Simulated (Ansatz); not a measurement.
AlBr2Cl, SMILES `[Cl][Al]([Br])[Br]`, 4 atoms. The species carries charge 0 and has multiplicity 1. Correlated methods include outer-core shells of Br, which these sets cover unevenly. Scalar relativity is left out up to krypton. Hardware: A = 2 threads of a server CPU on a shared host; B = 2 threads of an AMD EPYC 7R13 on a shared host and a share of an NVIDIA H100 80 GB. Correlated methods freeze the cores. Open-shell runs search over several starts.

Q: How many basis functions does each run have, and how long does it take in Ansatz? RKS ωB97M-V/def2-SVP energy [A]; RKS B97M-V/def2-TZVPP energy [A]; direct RPA on PBE orbitals/def2-TZVPP energy [A]; RKS SPW92 (LDA)/def2-TZVPP energy [A]; UKS ωB97X-V/def2-TZVPP energy of the cation [A]; RHF-CCSD(T)/def2-QZVPP energy [B]; UHF-MP2/def2-QZVPP energy of the cation [A]; RKS ωB97M-V/def2-QZVPP energy [A]; RHF-CCSD(T)/def2-TZVPP energy [B]; RKS PBE0-D4/def2-TZVP frequencies [A]; UKS PBE-D4/def2-TZVPP energy of the cation [A]; RKS B2PLYP (frozen core)/def2-TZVPP energy [A]. (An estimate is asked.)

A: The calculation gave: Other jobs shared the machine, so times are rough.

| level | job | functions | wall time | peak host memory (GiB) |
| --- | --- | --- | --- | --- |
| RKS SPW92 (LDA)/def2-TZVPP | energy [A] | 180 | 2 s | 0.34 |
| RHF-CCSD(T)/def2-TZVPP | energy [B] | 180 | 5 s | 0.79 |
| direct RPA on PBE orbitals/def2-TZVPP | energy [A] | 180 | 8 s | 0.39 |
| RHF-CCSD(T)/def2-QZVPP | energy [B] | 318 | 8.5 s | 0.88 |
| RKS B2PLYP (frozen core)/def2-TZVPP | energy [A] | 180 | 9.5 s | 0.49 |
| RKS ωB97M-V/def2-SVP | energy [A] | 100 | 10 s | 0.39 |
| RKS B97M-V/def2-TZVPP | energy [A] | 180 | 12 s | 0.34 |
| UKS PBE-D4/def2-TZVPP | energy of the cation [A] | 180 | 38 s | 0.53 |
| RKS ωB97M-V/def2-QZVPP | energy [A] | 318 | 43 s | 1.5 |
| UKS ωB97X-V/def2-TZVPP | energy of the cation [A] | 180 | 94 s | 0.99 |
| RKS PBE0-D4/def2-TZVP | frequencies [A] | 170 | 5 min | 0.59 |
| UHF-MP2/def2-QZVPP | energy of the cation [A] | 318 | 8.6 min | 1.7 |
